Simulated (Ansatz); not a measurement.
Ansatz (a first-principles code) input (B3LYP-D3(BJ)/def2-TZVP):

Ansatz 0.2 input:
```yaml
crystal:
  periodic: [false, false, false]
  atoms:
    - {symbol: F, position_ang: [1.35220294, 0.02690012, -0.15770586]}
    - {symbol: S, position_ang: [-0.03514699, -0.03522348, 0.44455899]}
    - {symbol: F, position_ang: [-0.65725713, 1.17090359, -0.22593232]}
    - {symbol: F, position_ang: [-0.63246229, -1.13518419, -0.40668892]}
basis:
  gaussian:
    orbitals: def2-TZVP
hamiltonian:
  xc: b3lyp
  dispersion: d3bj
total_charge: 1
phonons: {temperatures: {t_min: 298.15, t_max: 298.15, t_step: 100}}
```

Output:

```
Functional definition: B3LYP
integrals: 0.04 GiB planned
739 factors; their error is unknown
mean field: 0.41 GiB planned
mean field evaluation 1: about -18969.4522 eV, gradient 9.0e1 eV
mean field evaluation 2: about -18938.8034 eV, gradient 1.7e2 eV
mean field evaluation 4: about -18979.8721 eV, gradient 2.9e0 eV
mean field evaluation 8: about -18979.9274 eV, gradient 3.2e-2 eV
mean field evaluation 16: about -18979.9274 eV, gradient 1.8e-5 eV
mean field -18979.92744196 eV, -697.4994684351 hartree, gradient 1.8e-5 eV, S^2 0.000000; 0 other end points of the search recorded, 0 dependent functions left out
the calculation of the forces begins
reference -18979.92759833 eV, -697.4994741818 hartree; 21, 21 occupied and 109, 109 virtual orbitals, 739 factors
these checks for a lower state are left out or cut short: stability, starts, cluster_reference, orbital_swaps, neighbouring_geometries, increment
integrals: 0.04 GiB planned
739 factors; their error is unknown
mean field: 0.41 GiB planned
mean field -18979.92733924 eV, -697.4994646602 hartree, gradient 9.5e-7 eV, S^2 0.000000; 0 other end points of the search recorded, 0 dependent functions left out
the calculation of the forces begins
reference -18979.92749563 eV, -697.4994704077 hartree; 21, 21 occupied and 109, 109 virtual orbitals, 739 factors
these checks for a lower state are left out or cut short: stability, starts, cluster_reference, orbital_swaps, neighbouring_geometries, increment
integrals: 0.04 GiB planned
739 factors; their error is unknown
mean field: 0.41 GiB planned
mean field -18979.92732153 eV, -697.4994640096 hartree, gradient 9.5e-7 eV, S^2 0.000000; 0 other end points of the search recorded, 0 dependent functions left out
the calculation of the forces begins
reference -18979.92747789 eV, -697.4994697555 hartree; 21, 21 occupied and 109, 109 virtual orbitals, 739 factors
these checks for a lower state are left out or cut short: stability, starts, cluster_reference, orbital_swaps, neighbouring_geometries, increment
integrals: 0.04 GiB planned
739 factors; their error is unknown
mean field: 0.41 GiB planned
mean field evaluation 32: about -18979.9274 eV, gradient 1.2e-1 eV
mean field -18979.92742838 eV, -697.4994679360 hartree, gradient 1.4e-6 eV, S^2 0.000000; 0 other end points of the search recorded, 0 dependent functions left out
the calculation of the forces begins
reference -18979.92758474 eV, -697.4994736824 hartree; 21, 21 occupied and 109, 109 virtual orbitals, 739 factors
these checks for a lower state are left out or cut short: stability, starts, cluster_reference, orbital_swaps, neighbouring_geometries, increment
integrals: 0.04 GiB planned
739 factors; their error is unknown
mean field: 0.41 GiB planned
mean field -18979.92742808 eV, -697.4994679252 hartree, gradient 1.5e-6 eV, S^2 0.000000; 0 other end points of the search recorded, 0 dependent functions left out
the calculation of the forces begins
reference -18979.92758447 eV, -697.4994736723 hartree; 21, 21 occupied and 109, 109 virtual orbitals, 739 factors
these checks for a lower state are left out or cut short: stability, starts, cluster_reference, orbital_swaps, neighbouring_geometries, increment
integrals: 0.04 GiB planned
739 factors; their error is unknown
mean field: 0.41 GiB planned
mean field -18979.92741331 eV, -697.4994673823 hartree, gradient 1.3e-6 eV, S^2 0.000000; 0 other end points of the search recorded, 0 dependent functions left out
the calculation of the forces begins
reference -18979.92756968 eV, -697.4994731287 hartree; 21, 21 occupied and 109, 109 virtual orbitals, 739 factors
these checks for a lower state are left out or cut short: stability, starts, cluster_reference, orbital_swaps, neighbouring_geometries, increment
integrals: 0.04 GiB planned
739 factors; their error is unknown
mean field: 0.41 GiB planned
mean field -18979.92741260 eV, -697.4994673560 hartree, gradient 9.5e-7 eV, S^2 0.000000; 0 other end points of the search recorded, 0 dependent functions left out
the calculation of the forces begins
reference -18979.92756898 eV, -697.4994731030 hartree; 21, 21 occupied and 109, 109 virtual orbitals, 739 factors
these checks for a lower state are left out or cut short: stability, starts, cluster_reference, orbital_swaps, neighbouring_geometries, increment
integrals: 0.04 GiB planned
739 factors; their error is unknown
mean field: 0.41 GiB planned
mean field -18979.92729256 eV, -697.4994629449 hartree, gradient 9.5e-7 eV, S^2 0.000000; 0 other end points of the search recorded, 0 dependent functions left out
the calculation of the forces begins
reference -18979.92744892 eV, -697.4994686908 hartree; 21, 21 occupied and 109, 109 virtual orbitals, 739 factors
these checks for a lower state are left out or cut short: stability, starts, cluster_reference, orbital_swaps, neighbouring_geometries, increment
integrals: 0.04 GiB planned
739 factors; their error is unknown
mean field: 0.41 GiB planned
mean field evaluation 64: about -18979.8848 eV, gradient 3.3e-1 eV
mean field -18979.92729111 eV, -697.4994628915 hartree, gradient 9.5e-7 eV, S^2 0.000000; 0 other end points of the search recorded, 0 dependent functions left out
the calculation of the forces begins
reference -18979.92744751 eV, -697.4994686389 hartree; 21, 21 occupied and 109, 109 virtual orbitals, 739 factors
these checks for a lower state are left out or cut short: stability, starts, cluster_reference, orbital_swaps, neighbouring_geometries, increment
integrals: 0.04 GiB planned
739 factors; their error is unknown
mean field: 0.41 GiB planned
mean field -18979.92728967 eV, -697.4994628384 hartree, gradient 9.5e-7 eV, S^2 0.000000; 0 other end points of the search recorded, 0 dependent functions left out
the calculation of the forces begins
reference -18979.92744603 eV, -697.4994685847 hartree; 21, 21 occupied and 109, 109 virtual orbitals, 739 factors
these checks for a lower state are left out or cut short: stability, starts, cluster_reference, orbital_swaps, neighbouring_geometries, increment
integrals: 0.04 GiB planned
739 factors; their error is unknown
mean field: 0.41 GiB planned
mean field -18979.92729211 eV, -697.4994629284 hartree, gradient 9.6e-7 eV, S^2 0.000000; 0 other end points of the search recorded, 0 dependent functions left out
the calculation of the forces begins
reference -18979.92744850 eV, -697.4994686755 hartree; 21, 21 occupied and 109, 109 virtual orbitals, 739 factors
these checks for a lower state are left out or cut short: stability, starts, cluster_reference, orbital_swaps, neighbouring_geometries, increment
integrals: 0.04 GiB planned
739 factors; their error is unknown
mean field: 0.41 GiB planned
mean field -18979.92732564 eV, -697.4994641606 hartree, gradient 9.5e-7 eV, S^2 0.000000; 0 other end points of the search recorded, 0 dependent functions left out
the calculation of the forces begins
reference -18979.92748200 eV, -697.4994699067 hartree; 21, 21 occupied and 109, 109 virtual orbitals, 739 factors
these checks for a lower state are left out or cut short: stability, starts, cluster_reference, orbital_swaps, neighbouring_geometries, increment
integrals: 0.04 GiB planned
739 factors; their error is unknown
mean field: 0.41 GiB planned
mean field evaluation 96: about -18979.9273 eV, gradient 1.6e-1 eV
mean field -18979.92734348 eV, -697.4994648160 hartree, gradient 9.5e-7 eV, S^2 0.000000; 0 other end points of the search recorded, 0 dependent functions left out
the calculation of the forces begins
reference -18979.92749987 eV, -697.4994705633 hartree; 21, 21 occupied and 109, 109 virtual orbitals, 739 factors
these checks for a lower state are left out or cut short: stability, starts, cluster_reference, orbital_swaps, neighbouring_geometries, increment
integrals: 0.04 GiB planned
739 factors; their error is unknown
mean field: 0.41 GiB planned
mean field -18979.92741863 eV, -697.4994675776 hartree, gradient 9.5e-7 eV, S^2 0.000000; 0 other end points of the search recorded, 0 dependent functions left out
the calculation of the forces begins
reference -18979.92757500 eV, -697.4994733243 hartree; 21, 21 occupied and 109, 109 virtual orbitals, 739 factors
these checks for a lower state are left out or cut short: stability, starts, cluster_reference, orbital_swaps, neighbouring_geometries, increment
integrals: 0.04 GiB planned
739 factors; their error is unknown
mean field: 0.41 GiB planned
mean field -18979.92741838 eV, -697.4994675685 hartree, gradient 1.3e-6 eV, S^2 0.000000; 0 other end points of the search recorded, 0 dependent functions left out
the calculation of the forces begins
reference -18979.92757476 eV, -697.4994733153 hartree; 21, 21 occupied and 109, 109 virtual orbitals, 739 factors
Total energy: -18980.01218822 eV, -697.5025828029 hartree
Atom 0 at     1.352203     0.026900    -0.157706 Å, force    -0.000008     0.000034     0.000026 eV/Å
Atom 1 at    -0.035147    -0.035223     0.444559 Å, force     0.000052    -0.000084    -0.000022 eV/Å
Atom 2 at    -0.657257     1.170904    -0.225932 Å, force    -0.000013     0.000029    -0.000028 eV/Å
Atom 3 at    -0.632462    -1.135184    -0.406689 Å, force    -0.000031     0.000021     0.000024 eV/Å
Dipole moment:    -0.028337    -0.028398     0.358421 e Å
Vibrations: 378.14 378.15 522.81 961.88 965.37 965.38 cm⁻¹, zero-point energy 0.258615 eV
```

It need not be the lowest isomer of its formula.
